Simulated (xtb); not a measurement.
Species: H12Si5, SMILES `[SiH3][Si]([SiH3])([SiH3])[SiH3]` (charge 0, multiplicity 1).

Problem. Give a relaxed geometry from GFN2-xTB (xtb 6.7.1).

Solution. the end point of this relaxation (outside a Z-matrix the atoms follow the SMILES, hydrogens last).
Z-matrix (Å, degrees):
```
Si
Si 1 2.3439
H 2 1.4647 1 112.47
H 2 1.4647 3 106.32 1 123.50
H 2 1.4647 3 106.32 4 113.00
Si 1 2.3439 2 109.47 3 60.00
H 6 1.4647 1 112.47 2 60.00
H 6 1.4647 7 106.32 1 -123.50
H 6 1.4647 7 106.32 8 -113.00
Si 1 2.3439 2 109.47 3 -60.00
H 10 1.4647 1 112.47 2 60.00
H 10 1.4647 11 106.32 1 123.50
H 10 1.4647 11 106.32 12 113.00
Si 1 2.3439 2 109.47 3 180.00
H 14 1.4647 1 112.47 2 -180.00
H 14 1.4647 15 106.32 1 -123.50
H 14 1.4647 15 106.32 16 -113.00
```
